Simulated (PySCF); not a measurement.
Simulation results for AlBGeH4N, C2H9AlGe, CH9AlGeSi, CH4AlClGe

Calculation on a computer-drawn molecule: the log of a Hartree-Fock and frozen-core CCSD(T) single point meant for a local Hartree-Fock minimum, with one planted fault or none, to be diagnosed. Offsets are logged minus clean, where the clean run is the same molecule without the fault. The reference is restricted for singlets and unrestricted otherwise, and also for a bond in bohr or an excited solution. Adding or removing an electron swaps singlet and doublet. The excited solution moves the top pair (singlet) or top alpha electron (doublet) to the lowest empty orbital. Highest occupied and lowest empty are orbital energies over both spins, largest force is the largest gradient component, triples share is (T) over the correlation energy, the T1 limit is 0.02 restricted and 0.045 unrestricted, electrons count all cores, a negative frequency is imaginary (commonest isotopes), and the dipole is about the centre of nuclear charge; on germanium a core potential holds 10 electrons, which the energies leave out, and 3d is frozen in MP2 and coupled-cluster steps. Program: PySCF 2.14.0.

Common to all runs: meant charge 0; meant basis cc-pV(D+d)Z; meant basis and core potential on germanium cc-pVDZ-PP ECP10MDF; logged SCF converged yes; logged SCF stable within its kind yes; possible faults no fault, one electron removed, one electron added, multiplicity raised by two, geometry at a saddle point, SCF held on an excited solution, minimal basis STO-3G, one bond length entered in bohr, all coordinates scaled.

(1) 
```xyz
8
formula=AlBGeH4N meant_multiplicity=2 logged_electrons=62 logged_basis_functions=94 logged_spin_squared=0 logged_highest_occupied=-0.7828 logged_lowest_empty=3.8717 logged_largest_force=0.060389 logged_T1_diagnostic=0.042874 logged_D1_diagnostic=0.18035 logged_triples_share=0.043169 logged_CC_converged=yes logged_dipole_magnitude=3.8322 logged_energy_HF=-616.73264 logged_energy_CCSD(T)=-617.21507 planted_fault=one_electron_added HF_energy_offset_from_clean_run=6.164 CCSD(T)_energy_offset_from_clean_run=-21.17
Al     2.4847     1.5742     2.2188
B      1.1031     0.3867     1.1319
N      0.2739    -0.3073     0.5078
Ge    -0.7810    -1.3406    -0.5435
H      2.7212     3.0762     1.8011
H      3.2656     0.9466     3.4364
H     -1.2003    -2.5972     0.2349
H     -2.0080    -0.5285    -0.9858
```

Units: logged_highest_occupied, logged_lowest_empty in eV; logged_largest_force in hartree/bohr; logged_dipole_magnitude in debye; logged_energy_HF, logged_energy_CCSD(T) in hartree; HF_energy_offset_from_clean_run, CCSD(T)_energy_offset_from_clean_run in kcal/mol.

Drawn bonds:
```csv
atom,other atom,order
1,2,1
2,3,2
3,4,1
1,5,1
1,6,1
4,7,1
4,8,1
```

Notes: T1 above single-reference limit.

(2) 
```xyz
13
formula=C2H9AlGe meant_multiplicity=1 logged_electrons=65 logged_basis_functions=119 logged_spin_squared=0.763 logged_highest_occupied=-16.467 logged_lowest_empty=-7.4812 logged_largest_force=0.1189 logged_T1_diagnostic=0.035627 logged_D1_diagnostic=0.23219 logged_triples_share=0.028367 logged_CC_converged=yes logged_dipole_magnitude=6.4621 logged_energy_HF=-615.91416 logged_energy_CCSD(T)=-616.43312 planted_fault=one_electron_removed HF_energy_offset_from_clean_run=207.4 CCSD(T)_energy_offset_from_clean_run=222.6
Al    -1.1459     0.0669     0.6096
C      0.6400     0.9184     0.6203
C      1.8432     0.0143     0.9629
Ge     2.2132    -1.3124    -0.4420
H     -1.4507    -1.1423     1.5870
H     -2.3040     0.6478    -0.3015
H      0.8076     1.4361    -0.3327
H      0.5726     1.7296     1.3636
H      1.6689    -0.5339     1.8936
H      2.7557     0.5991     1.1159
H      2.7579    -0.6336    -1.7063
H      3.2060    -2.3869     0.0159
H      0.8849    -2.0030    -0.8228
```

Units: logged_highest_occupied, logged_lowest_empty in eV; logged_largest_force in hartree/bohr; logged_dipole_magnitude in debye; logged_energy_HF, logged_energy_CCSD(T) in hartree; HF_energy_offset_from_clean_run, CCSD(T)_energy_offset_from_clean_run in kcal/mol.

Drawn bonds:
```csv
atom,other atom,order
1,2,1
2,3,1
3,4,1
1,5,1
1,6,1
2,7,1
2,8,1
3,9,1
3,10,1
4,11,1
4,12,1
4,13,1
```

(3) 
```xyz
13
formula=CH9AlGeSi meant_multiplicity=1 logged_electrons=74 logged_basis_functions=128 logged_spin_squared=2.0099 logged_highest_occupied=-5.4746 logged_lowest_empty=-3.01 logged_largest_force=0.075624 logged_dipole_magnitude=2.5596 logged_energy_HF=-867.13182 planted_fault=multiplicity_raised_by_two HF_energy_offset_from_clean_run=123
Al    -2.8023     0.7332     1.4672
C     -1.9653     0.1848    -0.2190
Ge     0.0015    -0.0281    -0.1429
Si     0.9191    -0.6990    -2.2650
H     -3.2844    -0.3583     2.5069
H     -2.9787     2.2694     1.8040
H     -2.3689    -0.7782    -0.5528
H     -2.1677     0.9209    -1.0056
H      0.6457     1.2994     0.2995
H      0.3642    -1.0742     0.9282
H      2.3917    -0.8497    -2.1814
H      0.3289    -1.9942    -2.6821
H      0.6005     0.3186    -3.2959
```

Units: logged_highest_occupied, logged_lowest_empty in eV; logged_largest_force in hartree/bohr; logged_dipole_magnitude in debye; logged_energy_HF in hartree; HF_energy_offset_from_clean_run in kcal/mol.

Drawn bonds:
```csv
atom,other atom,order
1,2,1
2,3,1
3,4,1
1,5,1
1,6,1
2,7,1
2,8,1
3,9,1
3,10,1
4,11,1
4,12,1
4,13,1
```

Notes: coupled-cluster numbers left out as unreliable.

(4) 
```xyz
13
formula=CH9AlGeSi meant_multiplicity=1 logged_electrons=73 logged_basis_functions=128 logged_spin_squared=0.7939 logged_highest_occupied=-15.581 logged_lowest_empty=-7.4895 logged_largest_force=0.061511 logged_T1_diagnostic=0.038636 logged_D1_diagnostic=0.2448 logged_triples_share=0.02877 logged_CC_converged=yes logged_dipole_magnitude=2.613 logged_energy_HF=-867.00471 logged_energy_CCSD(T)=-867.48981 planted_fault=one_electron_removed HF_energy_offset_from_clean_run=202.8 CCSD(T)_energy_offset_from_clean_run=214.4
Al    -2.8023     0.7332     1.4672
C     -1.9653     0.1848    -0.2190
Ge     0.0015    -0.0281    -0.1429
Si     0.9191    -0.6990    -2.2650
H     -3.2844    -0.3583     2.5069
H     -2.9787     2.2694     1.8040
H     -2.3689    -0.7782    -0.5528
H     -2.1677     0.9209    -1.0056
H      0.6457     1.2994     0.2995
H      0.3642    -1.0742     0.9282
H      2.3917    -0.8497    -2.1814
H      0.3289    -1.9942    -2.6821
H      0.6005     0.3186    -3.2959
```

Units: logged_highest_occupied, logged_lowest_empty in eV; logged_largest_force in hartree/bohr; logged_dipole_magnitude in debye; logged_energy_HF, logged_energy_CCSD(T) in hartree; HF_energy_offset_from_clean_run, CCSD(T)_energy_offset_from_clean_run in kcal/mol.

Drawn bonds:
```csv
atom,other atom,order
1,2,1
2,3,1
3,4,1
1,5,1
1,6,1
2,7,1
2,8,1
3,9,1
3,10,1
4,11,1
4,12,1
4,13,1
```

(5) 
```xyz
8
formula=CH4AlClGe meant_multiplicity=1 logged_electrons=71 logged_basis_functions=103 logged_spin_squared=0.7564 logged_highest_occupied=-15.606 logged_lowest_empty=-6.6369 logged_largest_force=0.077603 logged_T1_diagnostic=0.017254 logged_D1_diagnostic=0.079126 logged_triples_share=0.027535 logged_CC_converged=yes logged_dipole_magnitude=4.1692 logged_energy_HF=-1034.70721 logged_energy_CCSD(T)=-1035.15743 planted_fault=one_electron_removed HF_energy_offset_from_clean_run=172.9 CCSD(T)_energy_offset_from_clean_run=200.6
Al    -1.0160    -2.4213     0.8547
C      0.8166    -1.8594     0.9519
Ge     1.8597    -1.3382    -0.3725
Cl     1.2025    -1.2466    -2.4154
H     -1.7751    -2.4580    -0.5293
H     -1.7546    -2.8478     2.1875
H      1.3531    -1.8293     1.9007
H      3.3054    -0.8833    -0.3752
```

Units: logged_highest_occupied, logged_lowest_empty in eV; logged_largest_force in hartree/bohr; logged_dipole_magnitude in debye; logged_energy_HF, logged_energy_CCSD(T) in hartree; HF_energy_offset_from_clean_run, CCSD(T)_energy_offset_from_clean_run in kcal/mol.

Drawn bonds:
```csv
atom,other atom,order
1,2,1
2,3,2
3,4,1
1,5,1
1,6,1
2,7,1
3,8,1
```
